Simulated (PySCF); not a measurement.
Simulation results for AlClGeHN

Computed with PySCF 2.14.0. Calculation on a computer-drawn molecule: optimised geometry and harmonic frequencies of an isolated molecule of the commonest isotopes, restricted reference for singlets and unrestricted otherwise, frozen core in MP2; on germanium a core potential holds 10 electrons, which the energies leave out, and 3d is frozen in MP2 and coupled-cluster steps.

```yaml
- formula: AlClGeHN
  start_structure:
    atoms_angstrom:
      - ["N", 0.2121, -1.3767, 2.1526]
      - [Al, -0.0168, -2.0782, 0.7325]
      - [Ge, -0.6111, -3.1083, -1.5988]
      - [Cl, 1.2727, -4.2616, -1.7522]
      - [H, 0.4175, -0.9755, 3.0356]
  given:
    charge: 0
    multiplicity: 1
    method: MP2
    basis: "cc-pV(D+d)Z"
    basis_and_core_potential_on_germanium: "cc-pVDZ-PP ECP10MDF"
    drawn_bonds_atom: [1, 2, 3, 1]
    drawn_bonds_other_atom: [2, 3, 4, 5]
    drawn_bonds_order: [2, 1, 1, 1]
  results:
    optimised_atom_element: ["N", Al, Ge, Cl, H]
    "optimised_atom_x [angstrom]": [0.05581, 0.284, -0.5736, 1.184, 0.3243]
    "optimised_atom_y [angstrom]": [-1.28, -2.209, -3.076, -4.332, -0.9025]
    "optimised_atom_z [angstrom]": [2.167, 0.7981, -1.507, -1.959, 3.071]
    "modes_frequency [cm^-1]": [45.74, 51.07, 133.8, 261.5, 396.7, 435.5, 448.7, 999.8, 3683]
    "modes_reduced_mass [dalton]": [10.73, 9.02, 19.64, 23.64, 19.17, 1.208, 1.118, 7.659, 1.084]
    "rotational_constants [GHz]": [5.566, 1.261, 1.028]
    "total_energy [hartree]": -1050.2644
    "convergence_status_largest_gradient_component [hartree/bohr]": 3.527e-05
```
